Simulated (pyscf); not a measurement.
Single points on ωB97X-D3(BJ)/def2-SVP structures (PySCF, gas phase).

Problem. Estimate by transition-state theory (the high-pressure limit) the rate constant of `[OH][SiH2][SiH]([OH])[OH]` → `[OH][Si][OH]` [singlet] + `[OH][SiH3]` (singlet surface; Si–Si, H–Si broken, H–Si formed) at 900 K, with ωB97M-D3(BJ)/def2-TZVP energies (ideal gas, 1 atm, RRHO with modes under 100 cm⁻¹ raised to 100, one conformer, R ln 2 for chiral ones without a mode under 150 cm⁻¹; no tunnelling).

Solution. The electronic barrier is 44.4 kcal/mol and the thermal terms add -0.7, so ΔG‡ = 43.7 kcal/mol. With k_BT/h = 1.88e+13 s⁻¹ and RT = 1.788 kcal/mol, k = 4.7e+02 s⁻¹, a half-life of 1.5e-03 s through this channel alone. Wigner's tunnelling factor for 424i cm⁻¹ would be 1.02. A shift of 1 kcal/mol in the barrier changes k by a factor 1.7. On the reactant side the descent ends in a point that may be a rotor saddle (no frequency run), 1.0 kcal/mol over the lowest minimum found and 46.8 kcal/mol under the saddle at ωB97X-D3(BJ)/def2-TZVP. At ωB97X-D3(BJ)/def2-TZVP the barrier from the zero used here is 47.8 kcal/mol. HO–SiH₂–SiH(OH)–OH lies 38.0 kcal/mol over its isomer HO–SiH(OH)–O–SiH₃ (electronic energy, ωB97M-D3(BJ)/def2-TZVP). This is the saddle that the search found; another between the same sides may lie lower.
